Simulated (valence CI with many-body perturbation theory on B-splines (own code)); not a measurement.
## Level structure of Re²⁺

Method: valence CI with perturbative core correlation (CI+MBPT): five valence electrons over a frozen Dirac-Fock core [Xe] 4f14, radial functions for each j: 7 s, 7 p, 8 d, 6 f, 4 g, 1 h, with the one-electron correlation potential Σ1, the two-electron term Σ2, the three-electron term Σ3, Breit, model QED; selected CI, second order for the rest, scaled by the run's own slope (own B-spline code, finite nucleus).

Set against measurement, 33 paired levels are off by 858 cm⁻¹ on average, the worst by 1367. Among the levels kept, up to 2200 cm⁻¹ of a level comes from second order outside the variational space, and about a tenth of that is noise between levels of different J, which matters for small intervals. Only levels of the ground parity were solved; by the run's estimate the other parity begins above the list, which can be wrong where configurations are misplaced. 1 measured level below the end of the list, from 36166 cm⁻¹ on, found no clear computed partner.

Levels 1 to 34 of 34, with energies above the lowest level, 5d⁵ ⁶S_5/2. "Leading %" is the weight of the configuration and term that name the level; weights of strongly mixed levels are sums over their largest components and can fall short, so below about 35 % the name and the second component can differ from the true leading terms, or belong to a minority configuration. In the jj column 3d3/2^4 stands for four electrons in 3d with j = 3/2. Lifetimes count E1, E2, E3, M1 and M2 decay at the calculated energies, and are blank where another channel may lead or the interval is too uncertain; long ones can be off by a factor of two.

| No. | Configuration | Term | J | E (eV) | Leading % | Leading jj | Lifetime | Second component |
| --- | --- | --- | --- | --- | --- | --- | --- | --- |
| 1 | 5d⁵ | ⁶S | 5/2 | 0.0000 | 89 | 5d3/2^3 5d5/2^2 (39 %) |  | 8 % 5d⁵ ⁴P |
| 2 | 5d⁵ | ⁴G | 5/2 | 1.787 | 30 | 5d3/2^4 5d5/2 (64 %) | 153 ms | 17 % 5d⁵ ²F |
| 3 | 5d⁴6s | ⁶D | 1/2 | 1.898 | 54 | 5d3/2^4 6s (41 %) | 3.17 s | 20 % 5d⁴6s ⁴P |
| 4 | 5d⁵ | ⁴P | 3/2 | 2.055 | 36 | 5d3/2^3 5d5/2^2 (54 %) | 133 ms | 29 % 5d⁵ ⁴D |
| 5 | 5d⁵ | ⁴G | 7/2 | 2.164 | 69 | 5d3/2^3 5d5/2^2 (74 %) |  | 10 % 5d⁵ ⁴D |
| 6 | 5d⁵ | ⁴G | 5/2 | 2.200 | 41 | 5d3/2^3 5d5/2^2 (48 %) | 140 ms | 24 % 5d⁵ ⁴D |
| 7 | 5d⁵ | ⁴G | 11/2 | 2.294 | 84 | 5d3/2^3 5d5/2^2 (56 %) |  | 10 % 5d⁵ ²H |
| 8 | 5d⁴6s | ⁶D | 3/2 | 2.319 | 73 | 5d3/2^3 5d5/2 6s (45 %) | 334 ms | 14 % 5d⁵ ⁴D |
| 9 | 5d⁵ | ⁴G | 9/2 | 2.331 | 87 | 5d3/2^2 5d5/2^3 (50 %) |  | 4 % 5d⁵ ⁴F |
| 10 | 5d⁵ | ⁴D | 1/2 | 2.371 | 32 | 5d3/2^2 5d5/2^3 (32 %) |  | 28 % 5d⁵ ⁴P |
| 11 | 5d⁴6s | ⁶D | 5/2 | 2.545 | 89 | 5d3/2^2 5d5/2^2 6s (60 %) | 422 ms |  |
| 12 | 5d⁵ | ⁴D | 7/2 | 2.623 | 57 | 5d3/2^2 5d5/2^3 (62 %) | 583 ms | 15 % 5d⁵ ⁴G |
| 13 | 5d⁵ | ⁴D | 5/2 | 2.780 | 31 | 5d3/2^3 5d5/2^2 (38 %) | 107 ms | 26 % 5d⁵ ²D |
| 14 | 5d⁵ | ⁴D | 1/2 | 2.808 | 42 | 5d3/2^2 5d5/2^3 (61 %) | 285 ms | 32 % 5d⁵ ⁴P |
| 15 | 5d⁴6s | ⁶D | 7/2 | 2.839 | 81 | 5d3/2^2 5d5/2^2 6s (47 %) | 278 ms | 9 % 5d⁵ ⁴D |
| 16 | 5d⁵ | ⁴P | 3/2 | 2.939 | 35 | 5d3/2^2 5d5/2^3 (51 %) | 117 ms | 32 % 5d⁵ ⁴D |
| 17 | 5d⁴6s | ⁶D | 9/2 | 3.018 | 76 | 5d3/2^2 5d5/2^2 6s (40 %) | 295 ms | 14 % 5d⁴6s ⁴F |
| 18 | 5d⁵ | ²I | 11/2 | 3.309 | 75 | 5d3/2^2 5d5/2^3 (63 %) | 306 ms | 15 % 5d⁵ ²H |
| 19 | 5d⁵ | ⁴F | 3/2 | 3.359 | 41 | 5d3/2^2 5d5/2^3 (51 %) | 85.9 ms | 36 % 5d⁵ ²D |
| 20 | 5d⁵ | ²F | 5/2 | 3.414 | 33 | 5d3/2^2 5d5/2^3 (36 %) | 53.5 ms | 16 % 5d⁵ ⁴P |
| 21 | 5d⁵ | ⁴F | 7/2 | 3.468 | 31 | 5d3/2^3 5d5/2^2 (63 %) |  | 27 % 5d⁵ ²F |
| 22 | 5d⁵ | ²G | 9/2 | 3.514 | 40 | 5d3/2^3 5d5/2^2 (42 %) | 282 ms | 25 % 5d⁵ ⁴F |
| 23 | 5d⁵ | ²I | 13/2 | 3.602 | 97 | 5d3/2^2 5d5/2^3 (97 %) | 2.15 s |  |
| 24 | 5d⁵ | ⁴F | 5/2 | 3.872 | 56 | 5d3/2^2 5d5/2^3 (64 %) |  | 17 % 5d⁵ ²F |
| 25 | 5d⁵ | ²F | 7/2 | 3.876 | 47 | 5d3/2^2 5d5/2^3 (55 %) | 164 ms | 20 % 5d⁵ ²G |
| 26 | 5d⁴6s | ²P | 1/2 | 3.993 | 21 | 5d3/2^4 6s (41 %) | 43.0 ms | 21 % 5d⁴6s ⁴D |
| 27 | 5d⁵ | ²F | 5/2 | 4.020 | 39 | 5d3/2^2 5d5/2^3 (34 %) |  | 21 % 5d⁵ ²D |
| 28 | 5d⁵ | ²H | 9/2 | 4.086 | 43 | 5d3/2^2 5d5/2^3 (86 %) | 75.2 ms | 41 % 5d⁵ ⁴F |
| 29 | 5d⁵ | ²D | 3/2 | 4.089 | 36 | 5d3/2 5d5/2^4 (49 %) | 98.1 ms | 31 % 5d⁵ ⁴F |
| 30 | 5d⁵ | ²G | 7/2 | 4.199 | 33 | 5d3/2^2 5d5/2^3 (50 %) | 227 ms | 19 % 5d⁵ ⁴F |
| 31 | 5d⁵ | ²F | 7/2 | 4.395 | 44 | 5d3/2 5d5/2^4 (46 %) |  | 17 % 5d⁵ ⁴F |
| 32 | 5d⁴6s | ⁴H | 7/2 | 4.430 | 48 | 5d3/2^3 5d5/2 6s (44 %) |  | 13 % 5d⁵ ²F |
| 33 | 5d⁴6s | ⁴D | 3/2 | 4.470 | 46 | 5d3/2^3 5d5/2 6s (48 %) | 68.5 ms | 13 % 5d⁴6s ⁴P |
| 34 | 5d⁴6s | ⁴H | 9/2 | 4.501 | 54 | 5d3/2^2 5d5/2^2 6s (42 %) | 200 ms | 15 % 5d⁴6s ⁴G |

Names give the largest LS component (configuration and term), which can be under half, so a name can repeat, a term be missing and a line seem to break the LS rules; names also repeat where a configuration has a term twice.

Where two levels of one J and parity lie close, their mixing, g and order are uncertain.

The ionisation energy to 5d⁴ ⁵D0 of the next ion comes out as 27.187 eV (NIST: 27 ± 1.6 eV (theoretical)). All 34 levels together are meant to be complete up to 4.542 eV.
